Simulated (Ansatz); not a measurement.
The pair A = HCl (SMILES Cl) (first 2 atoms), B = CH4O (SMILES CO); geometry from B3LYP-D3(BJ)/def2-TZVP.
(charge 0, multiplicity 1):
```
atom    x (Å)    y (Å)   z (Å)
----  -------  -------  ------
Cl     0.6626  -0.2654  0.2514
H     -0.0003  -0.3857  1.3778
C      0.1699   0.1322  3.9273
O     -0.7589  -0.3981  2.9755
H      0.4391   1.1652  3.6933
H      1.0623  -0.4866  3.8660
H     -0.2335   0.0762  4.9408
H     -1.5639   0.1311  2.9862
```

Frozen-core correlation. MP2 and its Hartree–Fock in aug-cc-pV(Q+d)Z, aug-cc-pV(T+d)Z are density fitted.

The values were computed with Ansatz (Gaussian basis) for Hartree–Fock, density functionals and correlated methods. Values without a source in brackets are computed.

The counterpoise-corrected interaction energy is E(AB) − E(A in the pair's basis) − E(B in the pair's basis). Total energies (hartree):

| level | AB | A in the pair's basis | B in the pair's basis |
|---|---|---|---|
| HF/aug-cc-pV(T+d)Z | -575.2048039 | -460.1073896 | -115.0917442 |
| MP2/aug-cc-pV(T+d)Z | -575.8568532 | -460.3163014 | -115.5293249 |
| HF/aug-cc-pV(Q+d)Z | -575.2155471 | -460.1106862 | -115.0991591 |
| MP2/aug-cc-pV(Q+d)Z | -575.9113463 | -460.3365408 | -115.5630601 |
| MP2/aug-cc-pV(D+d)Z | -575.6908812 | -460.2576769 | -115.4228520 |
| CCSD(T)/aug-cc-pV(D+d)Z | -575.7460364 | -460.2803703 | -115.4567065 |

Task: Work out the counterpoise-corrected interaction energy at the basis-set limit: extrapolate the MP2 correlation part as X⁻³, take Hartree–Fock from the larger set, and add the CCSD(T) − MP2 difference of aug-cc-pV(D+d)Z.

Result: 
1. Differences (1 hartree = 627.509 kcal/mol): HF/aug-cc-pV(T+d)Z -3.558; MP2/aug-cc-pV(T+d)Z -7.045; HF/aug-cc-pV(Q+d)Z -3.578; MP2/aug-cc-pV(Q+d)Z -7.370; MP2/aug-cc-pV(D+d)Z -6.496; CCSD(T)/aug-cc-pV(D+d)Z -5.622.
2. Correlation parts, MP2 less HF: -3.487 in aug-cc-pV(T+d)Z (X = 3), -3.792 in aug-cc-pV(Q+d)Z (X = 4).
3. Limit (4³·(-3.792) − 3³·(-3.487))/(4³ − 3³) = -4.015; with HF/aug-cc-pV(Q+d)Z it gives -7.593.
4. CCSD(T) less MP2 in aug-cc-pV(D+d)Z: 0.874.
Result: -6.72 kcal/mol, against -7.04 at MP2/aug-cc-pV(T+d)Z. It is an estimate of this method's limit, not of the exact value.

Ansatz is a first-principles code.
